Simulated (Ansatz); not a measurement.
Z-matrix (Å, degrees):
```
Sn
Cl 1 2.326
Ge 1 2.596 2 108.8
F 1 1.922 2 103.9 3 113.1
H 1 1.704 2 106.8 3 -136.9
H 3 1.533 1 108.8 2 175.3
H 3 1.530 1 107.5 2 55.0
H 3 1.533 1 108.2 2 -64.7
```

The species carries charge 0 and has multiplicity 1. Sn: def2 effective core potential.

Q: List the PBE0/def2-TZVPP orbital energies in eV (the Gaussian-basis code of Ansatz). (An estimate is asked.)

A: Ansatz gave: Occupied: -10860.75, -2767.16, -1359.05, -1208.87, -1208.84, -1208.84, -672.68, -258.99, -197.27, -197.14, -197.13, -171.75, -141.16, -121.57, -121.51, -121.50, -95.83, -95.79, -95.71, -34.37, -34.36, -34.36, -34.29, -34.28, -31.99, -29.63, -29.50, -29.47, -29.43, -28.95, -22.45, -16.53, -14.39, -11.46, -11.28, -11.07, -10.51, -10.46, -9.94, -9.47, -9.13, -8.38. Lowest empty: -1.29, -0.96, -0.70, 0.48, 1.11, 1.18, 2.04, 2.38.
